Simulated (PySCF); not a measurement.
PySCF input for C2H5FN2Si, SMILES N[Si@@H]1C=N[C@@H]1F, TDDFT-M06-2X/def2-SVPD. Coordinates come from a B3LYP-D3(BJ)/def2-SVP optimisation. The structure was generated by enumeration; whether it is a known compound was not checked. Other conformers were not sampled.

```python
import numpy as np
from pyscf import gto, scf, dft, tdscf

mol = gto.M(
    atom='''
    N     2.01345275    0.49853385    0.39115143
    Si    0.40646157    0.88052831   -0.06114983
    C    -1.03527110    0.51191902    1.12504806
    N    -1.56955705   -0.43920518    0.43383941
    C    -0.71477496   -0.53069137   -0.77170117
    F    -0.11569055   -1.77315313   -0.84849213
    H     2.28199832   -0.41040095    0.75209816
    H     2.80813801    1.08433809    0.16534256
    H     0.46602236    2.22116832   -0.71498045
    H    -1.48725768    0.82862675    2.07740135
    H    -1.32514153   -0.39541677   -1.68235206
    ''',
    basis='def2-SVPD',
    charge=0,
    spin=0,
    max_memory=1600,
    verbose=4,
)
mf = dft.RKS(mol, xc='m06-2x').density_fit(auxbasis='def2-universal-jkfit')
mf.grids.level = 4
mf.conv_tol = 1e-9
mf.max_cycle = 100
mf.kernel()
mf.grids = dft.Grids(mol).set(level=2).build(with_non0tab=True)  # coarser grid for the response kernel
td = tdscf.TDDFT(mf)
td.singlet = True
td.nstates = 10
td.conv_tol = 1e-4
td.positive_eig_threshold = 1e-6
td.kernel(x0=td.get_init_guess(mf, 15))
td.analyze()
tt = tdscf.TDA(mf)
tt.singlet = False
tt.nstates = 4
tt.conv_tol = 1e-4
tt.positive_eig_threshold = 1e-6
tt.kernel(x0=tt.get_init_guess(mf, 9))
tt.analyze(verbose=3)
```

It prints:

```
PySCF version 2.14.0

[INPUT] verbose = 4
[INPUT] num. atoms = 11
[INPUT] num. electrons = 54
[INPUT] charge = 0
[INPUT] spin (= nelec alpha-beta = 2S) = 0
[INPUT] symmetry False subgroup None
[INPUT] Mole.unit = angstrom
[INPUT] Symbol           X                Y                Z      unit          X                Y                Z       unit  Magmom
[INPUT]  1 N      2.013452750000   0.498533850000   0.391151430000 AA    3.804874262252   0.942092440325   0.739169075932 Bohr   0.0
[INPUT]  2 Si     0.406461570000   0.880528310000  -0.061149830000 AA    0.768101047461   1.663957350826  -0.115556431264 Bohr   0.0
[INPUT]  3 C     -1.035271100000   0.511919020000   1.125048060000 AA   -1.956378843677   0.967386745756   2.126032710373 Bohr   0.0
[INPUT]  4 N     -1.569557050000  -0.439205180000   0.433839410000 AA   -2.966032961380  -0.829977502690   0.819837666943 Bohr   0.0
[INPUT]  5 C     -0.714774960000  -0.530691370000  -0.771701170000 AA   -1.350728915097  -1.002861345970  -1.458303861306 Bohr   0.0
[INPUT]  6 F     -0.115690550000  -1.773153130000  -0.848492130000 AA   -0.218623454700  -3.350773792615  -1.603417744549 Bohr   0.0
[INPUT]  7 H      2.281998320000  -0.410400950000   0.752098160000 AA    4.312351841518  -0.775545396761   1.421259541189 Bohr   0.0
[INPUT]  8 H      2.808138010000   1.084338090000   0.165342560000 AA    5.306611758881   2.049102016534   0.312452155134 Bohr   0.0
[INPUT]  9 H      0.466022360000   2.221168320000  -0.714980450000 AA    0.880654628323   4.197399801360  -1.351117234918 Bohr   0.0
[INPUT] 10 H     -1.487257680000   0.828626750000   2.077401350000 AA   -2.810509691856   1.565877616988   3.925719602302 Bohr   0.0
[INPUT] 11 H     -1.325141530000  -0.395416770000  -1.682352060000 AA   -2.504154567987  -0.747229400360  -3.179184638498 Bohr   0.0

nuclear repulsion = 293.228257670014
number of shells = 71
number of NR pGTOs = 245
number of NR cGTOs = 167
basis = def2-SVPD
ecp = {}


[settings echo left out]
init E= -578.336287737138
  HOMO = -0.263904012054584  LUMO = -0.0844652388793312  gap/eV = 4.88278
cycle= 1 E= -577.54669467927  delta_E= 0.79  |g|= 0.532  |ddm|= 4.45
  HOMO = -0.299719279469161  LUMO = -0.0144202179127406  gap/eV = 7.76338
cycle= 2 E= -577.536557267099  delta_E= 0.0101  |g|= 0.633  |ddm|= 1.21
  HOMO = -0.310170751351051  LUMO = -0.0093090160902598  gap/eV = 8.18686
cycle= 3 E= -577.610088911123  delta_E= -0.0735  |g|= 0.048  |ddm|= 0.599
  HOMO = -0.307720257578261  LUMO = -0.00664524593122318  gap/eV = 8.19267
cycle= 4 E= -577.610495695872  delta_E= -0.000407  |g|= 0.0318  |ddm|= 0.0906
  HOMO = -0.311096574600203  LUMO = -0.00684418169840084  gap/eV = 8.27913
cycle= 5 E= -577.610703842749  delta_E= -0.000208  |g|= 0.0106  |ddm|= 0.0583
  HOMO = -0.310196862372633  LUMO = -0.00631473657049719  gap/eV = 8.26905
cycle= 6 E= -577.610732500556  delta_E= -2.87e-05  |g|= 0.00268  |ddm|= 0.0172
  HOMO = -0.310367397114253  LUMO = -0.00650060822457377  gap/eV = 8.26864
cycle= 7 E= -577.610734099223  delta_E= -1.6e-06  |g|= 0.000767  |ddm|= 0.00515
  HOMO = -0.310368042944699  LUMO = -0.00644944458913743  gap/eV = 8.27005
cycle= 8 E= -577.610734293149  delta_E= -1.94e-07  |g|= 0.00018  |ddm|= 0.00199
  HOMO = -0.310392574901817  LUMO = -0.00645890436143937  gap/eV = 8.27046
cycle= 9 E= -577.610734304877  delta_E= -1.17e-08  |g|= 8.59e-05  |ddm|= 0.000582
  HOMO = -0.310394467352263  LUMO = -0.0064586335575143  gap/eV = 8.27052
cycle= 10 E= -577.610734307325  delta_E= -2.45e-09  |g|= 2.43e-05  |ddm|= 0.000181
  HOMO = -0.310393018664757  LUMO = -0.00645690269491572  gap/eV = 8.27052
cycle= 11 E= -577.610734307666  delta_E= -3.41e-10  |g|= 7.98e-06  |ddm|= 6.32e-05
  HOMO = -0.310394364040064  LUMO = -0.00645822167294785  gap/eV = 8.27052
Extra cycle  E= -577.610734307718  delta_E= -5.15e-11  |g|= 5.64e-06  |ddm|= 3.22e-05
converged SCF energy = -577.610734307718
tot grids = 94792
Overwritten attributes  positive_eig_threshold  of <class 'pyscf.tdscf.rks.TDDFT'>


******** <class 'pyscf.tdscf.rks.TDDFT'> for <class 'pyscf.df.df_jk.DFRKS'> ********
nstates = 10 singlet
deg_eia_thresh = 1.000e-03
wfnsym = None
conv_tol = 0.0001
eigh lindep = 1e-12
eigh level_shift = 0
eigh max_cycle = 100


Excitation energies (eV)
[3.85435375 5.35299674 6.64537107 6.67635329 6.76213835 7.23002582
 7.3770825  7.50668424 7.72897309 7.74441677]

** Singlet excitation energies and oscillator strengths **
Excited State   1:      3.85435 eV    321.67 nm  f=0.0003
      27 -> 28       -0.67042
      27 -> 29       -0.13414
Excited State   2:      5.35300 eV    231.62 nm  f=0.0011
      25 -> 28        0.14764
      26 -> 28       -0.66160
      27 -> 28        0.11333
Excited State   3:      6.64537 eV    186.57 nm  f=0.0214
      24 -> 28        0.10515
      25 -> 28        0.19632
      26 -> 29       -0.54636
      26 -> 31        0.15665
      27 -> 29        0.17911
      27 -> 30        0.20030
Excited State   4:      6.67635 eV    185.71 nm  f=0.0171
      26 -> 29        0.16134
      27 -> 28       -0.12470
      27 -> 29        0.57197
      27 -> 31       -0.17570
      27 -> 33       -0.16387
      27 -> 38        0.10743
Excited State   5:      6.76214 eV    183.35 nm  f=0.0013
      25 -> 28       -0.13653
      26 -> 29        0.15536
      27 -> 30        0.63350
      27 -> 33        0.10391
Excited State   6:      7.23003 eV    171.49 nm  f=0.0035
      26 -> 30        0.10638
      27 -> 29       -0.21293
      27 -> 31       -0.63029
      27 -> 34        0.14618
Excited State   7:      7.37708 eV    168.07 nm  f=0.0449
      23 -> 28        0.12288
      25 -> 28        0.38719
      26 -> 28        0.10071
      26 -> 29        0.16780
      26 -> 30       -0.46588
      26 -> 33       -0.10918
Excited State   8:      7.50668 eV    165.17 nm  f=0.0336
      22 -> 28       -0.11208
      23 -> 28        0.13790
      25 -> 28        0.42389
      26 -> 29        0.18651
      26 -> 30        0.44151
Excited State   9:      7.72897 eV    160.41 nm  f=0.0310
      23 -> 28        0.10553
      24 -> 28       -0.44006
      25 -> 29        0.15696
      26 -> 30       -0.11254
      26 -> 31        0.29197
      26 -> 34       -0.30662
      27 -> 33       -0.12312
Excited State  10:      7.74442 eV    160.09 nm  f=0.0226
      24 -> 28        0.18318
      26 -> 29        0.14776
      26 -> 31        0.41582
      26 -> 34       -0.11176
      27 -> 29        0.10937
      27 -> 32        0.18930
      27 -> 33        0.35971
      27 -> 34        0.17910

** Transition electric dipole moments (AU) **
state          X           Y           Z        Dip. S.      Osc.
  1         0.0187      0.0522     -0.0121      0.0032      0.0003
  2        -0.0864     -0.0116     -0.0213      0.0080      0.0011
  3        -0.0406     -0.0377     -0.3579      0.1312      0.0214
  4        -0.1078      0.2965      0.0728      0.1048      0.0171
  5        -0.0049      0.0181      0.0851      0.0076      0.0013
  6         0.0131     -0.1343      0.0408      0.0199      0.0035
  7        -0.4545     -0.1772     -0.1035      0.2487      0.0449
  8         0.4157      0.0276     -0.0946      0.1825      0.0336
  9        -0.3352     -0.2049     -0.0966      0.1637      0.0310
 10         0.0774      0.1043      0.3194      0.1189      0.0226

** Transition velocity dipole moments (imaginary part, AU) **
state          X           Y           Z        Dip. S.      Osc.
  1         0.0034      0.0064     -0.0010      0.0001      0.0003
  2        -0.0173      0.0021     -0.0037      0.0003      0.0011
  3        -0.0119     -0.0075     -0.0969      0.0096      0.0262
  4        -0.0315      0.0795      0.0172      0.0076      0.0207
  5        -0.0027      0.0018      0.0197      0.0004      0.0011
  6         0.0022     -0.0373      0.0102      0.0015      0.0038
  7        -0.1366     -0.0554     -0.0267      0.0224      0.0551
  8         0.1236      0.0120     -0.0296      0.0163      0.0394
  9        -0.1008     -0.0521     -0.0183      0.0132      0.0310
 10         0.0209      0.0317      0.0984      0.0111      0.0261

** Transition magnetic dipole moments (imaginary part, AU) **
state          X           Y           Z
  1         0.0939     -0.7798     -0.9237
  2        -0.1905      0.3444     -0.4004
  3         0.1097     -0.9840      0.2012
  4        -0.0290      0.5183      0.0901
  5         1.3490     -0.7404      0.6533
  6         0.0551      0.2220      0.3202
  7        -0.2171     -0.1788     -0.4338
  8        -0.2834     -0.0083      0.4607
  9        -0.7205      0.4924     -0.5948
 10         0.2925     -0.2676      0.5210
Overwritten attributes  positive_eig_threshold  of <class 'pyscf.tdscf.rks.TDA'>


******** <class 'pyscf.tdscf.rks.TDA'> for <class 'pyscf.df.df_jk.DFRKS'> ********
nstates = 4 triplet
deg_eia_thresh = 1.000e-03
wfnsym = None
conv_tol = 0.0001
eigh lindep = 1e-12
eigh level_shift = 0
eigh max_cycle = 100


Excitation energies (eV)
[3.26591835 4.95143385 5.41026132 6.36609362]

** Triplet excitation energies and oscillator strengths **
Excited State   1:      3.26592 eV    379.63 nm  f=0.0000
Excited State   2:      4.95143 eV    250.40 nm  f=0.0000
Excited State   3:      5.41026 eV    229.16 nm  f=0.0000
Excited State   4:      6.36609 eV    194.76 nm  f=0.0000
```

The calculation finished and met its thresholds.
